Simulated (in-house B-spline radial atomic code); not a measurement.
# Binding energies in Mo+

NIST's tabulated ground configuration is [Kr] 4d5; each binding energy is the energy of the ion with one electron taken from that subshell, relaxed, less that of the parent. Method: Dirac-Hartree-Fock, average of configuration, Fermi nucleus of rms radius 4.4091 fm. Calculated with an all-electron radial atomic-structure program (B-spline basis). Energies include first-order Breit, QED and recoil terms.

```
subshell  X-ray name  binding energy (eV)  -ε (eV)  relaxation (eV)
      1s           K              20014.7  20128.4             59.3
      2s          L1               2887.5   2923.8             31.1
   2p1/2          L2               2641.8   2680.8             34.0
   2p3/2          L3               2536.9   2573.6             33.3
      3s          M1                523.1    536.0             12.1
   3p1/2          M2                429.1    442.1             12.4
   3p3/2          M3                411.3    423.8             12.1
      4s          N1                82.94    86.44             3.38
   4p1/2          N2                54.11    57.09             2.90
   4p3/2          N3                51.66    54.45             2.75
      4d        N4,5                13.71    14.96             1.26
```

Relaxation = -ε minus the binding energy without Breit, QED and recoil terms.

Emission lines follow as differences of binding energies, with λ = 12398.42 eV·Å / E:

```
 line       holes  energy (eV)  wavelength (Å)
 K-L3  1s → 2p3/2      17477.8         0.70938
 K-L2  1s → 2p1/2      17372.9         0.71366
 K-M3  1s → 3p3/2      19603.4         0.63246
L1-M3  2s → 3p3/2       2476.2           5.007
L3-M1  2p3/2 → 3s       2013.8          6.1567
```

Question: What screening constant σ does Moseley's law, E = (3/4)·13.6057 eV·(Z - σ)², need for K-L3?

Answer: σ = 0.61.

Moseley's non-relativistic formula needs a falling, then negative, screening constant for heavy elements, because relativity binds the 1s electron more strongly than the formula allows.

Question: What does it cost to remove both a 3p3/2 and a 4p1/2 electron?

Answer: 482.32 eV, which is 16.89 eV more than the two single binding energies together.

Question: What does it cost to remove both a 3p3/2 and a 4d electron?

Answer: 438.57 eV, which is 13.54 eV more than the two single binding energies together.

Question: What does it cost to remove both a 2p3/2 and a 4d electron?

Answer: 2564.2 eV, which is 13.66 eV more than the two single binding energies together.
